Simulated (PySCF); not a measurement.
# What a mistake does to a calculation on B2H5OSi cation

These are calculations, not measurements. The program is PySCF 2.14.0, an open-source quantum chemistry code, run on an isolated molecule that a program drew, which may never have been made. The molecule is B2H5OSi cation (charge +1, singlet), drawn as the SMILES string `B[SiH+]BO`.

Each row is a Hartree-Fock (HF) and frozen-core CCSD(T) single point in the cc-pV(D+d)Z basis, meant for a local HF minimum. Run 1 is clean. Each other run has one planted mistake out of seven kinds, and not every kind appears here: one electron removed, one electron added, multiplicity raised by two, geometry at a saddle point, minimal basis STO-3G, one bond length entered in bohr, all coordinates scaled. The reference is restricted for singlets and unrestricted otherwise, and also for a bond in bohr. Adding or removing an electron swaps singlet and doublet. Electrons count all cores. HOMO and LUMO are orbital energies over both spins, the gradient is its largest component, and the lowest frequency (negative if imaginary) is given only where the gradient is small. Bond lengths are over the 8 bonds as drawn. T1 is the CCSD diagnostic: over 0.02 (restricted) or 0.045 (unrestricted) a single reference is doubtful.

Geometry of the clean run:
```xyz
9
B2H5OSi cation, angstrom
B    -0.9112    0.7121    1.4566
Si   -1.7188   -0.8790    0.4907
B    -0.7837   -2.1751   -0.8504
O    -0.1989   -3.3248   -0.5898
H    -0.5477    0.5721    2.5823
H    -0.8196    1.7460    0.8727
H    -3.1810   -1.0145    0.6370
H    -0.8313   -1.7477   -1.9657
H    -0.1581   -3.6775    0.2872
```

```
run  electrons  basis functions  <S^2>  HOMO (eV)  LUMO (eV)  gradient (hartree/bohr)  lowest frequency (cm^-1)  mean bond (Å)  longest bond (Å)      T1  HF (hartree)  CCSD(T) (hartree)                     mistake
  1         36               90  0.000     -16.21      -5.46                  2.6e-05                        67         1.4288             2.086  0.0176    -415.80244         -416.28581                    no fault
  2         37               90  0.770      -7.08       1.21                  3.3e-02                         -         1.4288             2.086  0.0170    -416.03218         -416.53084          one electron added
  3         36               90  2.029     -13.41      -7.78                  6.0e-02                         -         1.4288             2.086  0.0255    -415.70178         -416.18527  multiplicity raised by two
  4         36               90  0.000     -16.19      -6.31                  4.2e-05                      -266         1.4365             2.092  0.0159    -415.80174         -416.28194  geometry at a saddle point
  5         36               29  0.000     -14.71      -2.08                  5.3e-02                         -         1.4288             2.086  0.0197    -410.91143         -411.11098                           ?
  6         36               90  0.886     -15.49      -5.72                  7.9e-03                         -         1.5930             2.789  0.0358    -415.70129         -416.17159                           ?
```

**Which mistake was planted in run 5, and what did it cost?**

It has 29 basis functions where the clean run has 90, with the same electrons and geometry. So the mistake is: minimal basis STO-3G. Subtracting run 1 and multiplying by 627.51 kcal/mol a hartree, the energy moved by 3069.2 kcal/mol in HF and 3247.3 kcal/mol in CCSD(T).

**Which mistake was planted in run 6, and what did it cost?**

The mean bond changes by a factor of 1.115 and the longest by 1.337, so the molecule wasn't scaled as a whole. A length L in bohr read as angstrom grows by (1/0.5292 - 1) L = 0.890 L. The 8 bonds together grew by 8 x 0.1642 = 1.314 Å, which gives L = 1.476 Å. That is bond Si2-H7, 1.476 Å in the clean geometry. So the mistake is: one bond length entered in bohr. Subtracting run 1 and multiplying by 627.51 kcal/mol a hartree, the energy moved by 63.5 kcal/mol in HF and 71.7 kcal/mol in CCSD(T).

